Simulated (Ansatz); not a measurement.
Species: sum formula H3BPO2 (charge -1, singlet). It need not be the lowest isomer of its formula. Whether it binds its extra electron was not tested at this geometry. SMILES: OB(O)[PH-]
Geometry from a B3LYP-D3(BJ)/def2-TZVP (Ansatz, a program for electronic structure) optimisation:
```xyz
7

O     -0.2591     1.4676     0.7872
B     -0.2931     0.2169     0.1471
O     -1.6253    -0.2743     0.0552
P      1.1438    -0.7593    -0.5293
H     -1.1642     1.7073     1.0200
H     -1.6086    -1.1276    -0.3863
H      2.1575     0.1788    -0.1688
```
Charge -1, spin multiplicity 1.

Parts of the frozen-core correlation energy in STO-3G (Ansatz, hartree). Frozen orbitals: 8; correlated occupied orbitals by spin: 12 and 12; virtual: 7 and 7. Spin-orbit coupling is left out. Non-relativistic.

```csv
term,value
reference (HF),-510.61217
MP2 opposite-spin,-0.11940
MP2 same-spin,-0.02457
CCSD correlation,-0.17911
(T),-0.00537
T1 diagnostic,0.018
largest doubles amplitude,0.090
```
